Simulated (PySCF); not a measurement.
PySCF input (TPSSh/def2-TZVPD):

```python
from pyscf import gto, scf, dft

mol = gto.M(
    atom='''
    B    -1.24759529   -0.15142672   -0.02882995
    F    -1.91314584    0.96459844   -0.00966612
    Br    0.67017969   -0.22640721    0.00660414
    ''',
    basis='def2-tzvpd',
    charge=0,
    spin=1,
    verbose=4,
)

mf = dft.UKS(mol, xc='tpssh').density_fit(auxbasis='def2-universal-jkfit')
mf.grids.level = 3
mf.conv_tol = 1e-9
mf.max_cycle = 100
mf.max_memory = 1500
mf.kernel()
if not mf.converged:
    mf = mf.newton()
    mf.kernel(mf.make_rdm1())
for _ in range(2):
    mo, _, stable, _ = mf.stability(return_status=True)
    if stable:
        break
    mf.kernel(mf.make_rdm1(mo, mf.mo_occ))
mf.analyze()
```

End of the output:

```
Extra cycle  E= -2698.83034362534  delta_E= 1.82e-12  |g|= 4.38e-06  |ddm|= 7.67e-06
converged SCF energy = -2698.83034362534  <S^2> = 0.75342496  2S+1 = 2.003422
uhf_internal: lowest eigs of H = [0.20868219 0.34709382 0.35819484]
<class 'pyscf.df.df_jk.DFUKS'> wavefunction is stable in the internal stability analysis
**** SCF Summaries ****
Total Energy =                       -2698.830343625337719
Nuclear Repulsion Energy =             125.164084157715735
One-electron Energy =                -4002.881135534579698
Two-electron Energy =                 1178.886707751526274
Two-electron Coulomb Energy =         1284.635341998829745
DFT Exchange-Correlation Energy =     -105.748634247303471
HOMO-LUMO gap [eV] =                     3.251488965422792
**** MO energy ****
                             alpha | beta                alpha | beta
MO #1   energy= -482.580270065111  | -482.57984124495   occ= 1 | 1
MO #2   energy= -62.2939331917366  | -62.2937469493002  occ= 1 | 1
MO #3   energy= -56.0798256909814  | -56.0790732550202  occ= 1 | 1
MO #4   energy= -56.0775758187138  | -56.0774749413616  occ= 1 | 1
MO #5   energy= -56.0770148389327  | -56.0767345831194  occ= 1 | 1
MO #6   energy= -24.6590854950698  | -24.6568611478723  occ= 1 | 1
MO #7   energy= -8.64069450347684  | -8.64005209138472  occ= 1 | 1
MO #8   energy= -6.82784019560337  | -6.8154841919271   occ= 1 | 1
MO #9   energy= -6.45994937141993  | -6.45855055911961  occ= 1 | 1
MO #10  energy= -6.45324219683725  | -6.45301361160172  occ= 1 | 1
MO #11  energy= -6.45145078129733  | -6.45088647271273  occ= 1 | 1
MO #12  energy= -2.58409816554192  | -2.58290227818424  occ= 1 | 1
MO #13  energy= -2.58242501521753  | -2.58150699150688  occ= 1 | 1
MO #14  energy= -2.5810849877299   | -2.57991584335709  occ= 1 | 1
MO #15  energy= -2.57586107271049  | -2.57551511817728  occ= 1 | 1
MO #16  energy= -2.57578097105111  | -2.57539592383599  occ= 1 | 1
MO #17  energy= -1.24232052099162  | -1.23792886154752  occ= 1 | 1
MO #18  energy= -0.786018541082953 | -0.780057603909142 occ= 1 | 1
MO #19  energy= -0.573156199934388 | -0.566175204791222 occ= 1 | 1
MO #20  energy= -0.487629906585695 | -0.479083645815382 occ= 1 | 1
MO #21  energy= -0.481428623372153 | -0.476819950424795 occ= 1 | 1
MO #22  energy= -0.431594254633879 | -0.412149512767598 occ= 1 | 1
MO #23  energy= -0.322579617585627 | -0.320379799466683 occ= 1 | 1
MO #24  energy= -0.317585478141025 | -0.310710601819918 occ= 1 | 1
MO #25  energy= -0.227430276063231 | -0.107940259529968 occ= 1 | 0
MO #26  energy= -0.078002907637611 | -0.0450712455893025 occ= 0 | 0
MO #27  energy= 0.000891935351658099 | 0.0101675848970142 occ= 0 | 0
MO #28  energy= 0.014868746663795  | 0.0239875376409987 occ= 0 | 0
MO #29  energy= 0.0321616996604142 | 0.0366033427660934 occ= 0 | 0
MO #30  energy= 0.0333780353905805 | 0.0372290882560855 occ= 0 | 0
MO #31  energy= 0.0502621406916849 | 0.055874742308591  occ= 0 | 0
MO #32  energy= 0.0703884102171189 | 0.0784075870691239 occ= 0 | 0
MO #33  energy= 0.0847711008386574 | 0.0944367799156091 occ= 0 | 0
MO #34  energy= 0.0981703463153242 | 0.104230013230564  occ= 0 | 0
MO #35  energy= 0.101255644396863  | 0.110341246428309  occ= 0 | 0
MO #36  energy= 0.110319574729806  | 0.119036645966264  occ= 0 | 0
MO #37  energy= 0.127825489981481  | 0.134736823649871  occ= 0 | 0
MO #38  energy= 0.146383806487083  | 0.151163534349582  occ= 0 | 0
MO #39  energy= 0.163276072990425  | 0.172728066870853  occ= 0 | 0
MO #40  energy= 0.169498384750892  | 0.177521237483397  occ= 0 | 0
MO #41  energy= 0.186567292655328  | 0.194376167655467  occ= 0 | 0
MO #42  energy= 0.187017252736381  | 0.19958763137447   occ= 0 | 0
MO #43  energy= 0.196784080099189  | 0.204630095124911  occ= 0 | 0
MO #44  energy= 0.19822568738037   | 0.20538193598127   occ= 0 | 0
MO #45  energy= 0.206149248366103  | 0.217722439936992  occ= 0 | 0
MO #46  energy= 0.238638737876267  | 0.247105307171267  occ= 0 | 0
MO #47  energy= 0.247367617621923  | 0.255722823823531  occ= 0 | 0
MO #48  energy= 0.253083626063933  | 0.271663248913014  occ= 0 | 0
MO #49  energy= 0.280358725600969  | 0.289432050143062  occ= 0 | 0
MO #50  energy= 0.311651174540972  | 0.32307739674141   occ= 0 | 0
MO #51  energy= 0.352376137400716  | 0.358476715918901  occ= 0 | 0
MO #52  energy= 0.40367308930546   | 0.414087095851057  occ= 0 | 0
MO #53  energy= 0.412355342358984  | 0.418220563192019  occ= 0 | 0
MO #54  energy= 0.423531855322218  | 0.429305301891186  occ= 0 | 0
MO #55  energy= 0.46046268018281   | 0.466484485630565  occ= 0 | 0
MO #56  energy= 0.463198558472781  | 0.467332792861558  occ= 0 | 0
MO #57  energy= 0.492572221037677  | 0.501235967455254  occ= 0 | 0
MO #58  energy= 0.51118071542703   | 0.519358664462658  occ= 0 | 0
MO #59  energy= 0.513791095618601  | 0.524736309628182  occ= 0 | 0
MO #60  energy= 0.53682163232194   | 0.546933401217228  occ= 0 | 0
MO #61  energy= 0.585041305521327  | 0.588648852109423  occ= 0 | 0
MO #62  energy= 0.597765599389703  | 0.60517445365845   occ= 0 | 0
MO #63  energy= 0.602903189910764  | 0.606120620612002  occ= 0 | 0
MO #64  energy= 0.606664177494656  | 0.626771860709536  occ= 0 | 0
MO #65  energy= 0.625002170510368  | 0.629042943128534  occ= 0 | 0
MO #66  energy= 0.641211226926458  | 0.652942627108499  occ= 0 | 0
MO #67  energy= 0.698052759432247  | 0.712565860046354  occ= 0 | 0
MO #68  energy= 0.769258423401857  | 0.786414709590107  occ= 0 | 0
MO #69  energy= 0.786567042804393  | 0.800500539137256  occ= 0 | 0
MO #70  energy= 0.882269666595253  | 0.906696901383429  occ= 0 | 0
MO #71  energy= 0.896858026446062  | 0.910525085474718  occ= 0 | 0
MO #72  energy= 0.947426282516165  | 0.961105473349935  occ= 0 | 0
MO #73  energy= 1.0100061578191    | 1.02463140490982   occ= 0 | 0
MO #74  energy= 1.02935159195976   | 1.03589103182658   occ= 0 | 0
MO #75  energy= 1.07648755493154   | 1.09714115887866   occ= 0 | 0
MO #76  energy= 1.1246591980255    | 1.12903454271056   occ= 0 | 0
MO #77  energy= 1.29322631146822   | 1.30407425960919   occ= 0 | 0
MO #78  energy= 1.35966242703881   | 1.36870435613772   occ= 0 | 0
MO #79  energy= 1.36482398438068   | 1.37538376920558   occ= 0 | 0
MO #80  energy= 1.42916038910026   | 1.43903503401423   occ= 0 | 0
MO #81  energy= 1.45244466983318   | 1.45943027122964   occ= 0 | 0
MO #82  energy= 1.47355870654962   | 1.47870261891849   occ= 0 | 0
MO #83  energy= 1.47994590198156   | 1.48202903961781   occ= 0 | 0
MO #84  energy= 1.49011735747818   | 1.49369061349775   occ= 0 | 0
MO #85  energy= 1.51273268380353   | 1.51652443841621   occ= 0 | 0
MO #86  energy= 1.51359729553548   | 1.51791983466731   occ= 0 | 0
MO #87  energy= 1.58844605913473   | 1.59683951254062   occ= 0 | 0
MO #88  energy= 1.62507788308569   | 1.63191075455828   occ= 0 | 0
MO #89  energy= 1.68285617438182   | 1.68987229731754   occ= 0 | 0
MO #90  energy= 1.70646814921149   | 1.72482798983049   occ= 0 | 0
MO #91  energy= 1.72252274321321   | 1.73586762063691   occ= 0 | 0
MO #92  energy= 1.7557643191758    | 1.76103023769279   occ= 0 | 0
MO #93  energy= 1.75825568326362   | 1.77152181197559   occ= 0 | 0
MO #94  energy= 1.81205078537756   | 1.82173924753014   occ= 0 | 0
MO #95  energy= 1.81896131485289   | 1.82820091529747   occ= 0 | 0
MO #96  energy= 1.88961841439126   | 1.91072521609243   occ= 0 | 0
MO #97  energy= 1.92946461082769   | 1.97658469308476   occ= 0 | 0
MO #98  energy= 1.9677255500868    | 1.99385261065049   occ= 0 | 0
MO #99  energy= 2.00040694493625   | 2.03814385421001   occ= 0 | 0
MO #100 energy= 2.07156085314456   | 2.10191395885537   occ= 0 | 0
MO #101 energy= 2.13831879039517   | 2.15468482068953   occ= 0 | 0
MO #102 energy= 2.22617601204041   | 2.23480428976062   occ= 0 | 0
MO #103 energy= 2.38661591250167   | 2.40614919451352   occ= 0 | 0
MO #104 energy= 2.46103767392918   | 2.47502866990982   occ= 0 | 0
[...]
```

It need not be the lowest isomer of its formula.
